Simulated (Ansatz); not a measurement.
`C=C([SiH3])SS` and `C=C(O)[SiH3]` differ in one atom or group.

Ansatz, PBE0-D4/def2-TZVP geometries, multiplicity 1. Each molecule was computed in one conformer, which needn't be the lowest.

```tsv
property	`C=C([SiH3])SS`
LUMO energy (PBE/def2-TZVPP) / eV	-1.92
size of the dipole moment (B3LYP/def2-TZVPP) / D	1.07
HOMO–LUMO gap (ωB97M-V/def2-TZVPP) / eV	10.03
size of the dipole moment (ωB97M-V/def2-TZVPP) / D	1.11
LUMO energy (PBE0/def2-TZVPP) / eV	-0.92
size of the dipole moment (PBE/def2-TZVPP) / D	1.03
```

(1) What does the change do to each property? (An estimate is asked.)

## Answers

(1) Computed: 
| property | `C=C(O)[SiH3]` | shift |
| --- | --- | --- |
| LUMO energy (PBE/def2-TZVPP) / eV | -0.97 | 0.95 |
| size of the dipole moment (B3LYP/def2-TZVPP) / D | 1.18 | 0.11 |
| HOMO–LUMO gap (ωB97M-V/def2-TZVPP) / eV | 10.84 | 0.81 |
| size of the dipole moment (ωB97M-V/def2-TZVPP) / D | 1.20 | 0.09 |
| LUMO energy (PBE0/def2-TZVPP) / eV | -0.01 | 0.91 |
| size of the dipole moment (PBE/def2-TZVPP) / D | 1.11 | 0.08 |

With PBE0 the HOMO falls by 0.14 eV and the LUMO rises by 0.91 eV, so the gap widens by about 1.05 eV. PBE moves the HOMO by -0.03 eV and ωB97M-V by -0.29 eV. Dipoles are sizes alone; their direction can turn.

B3LYP here is the variant with VWN-RPA as its local correlation; programs differ in this.
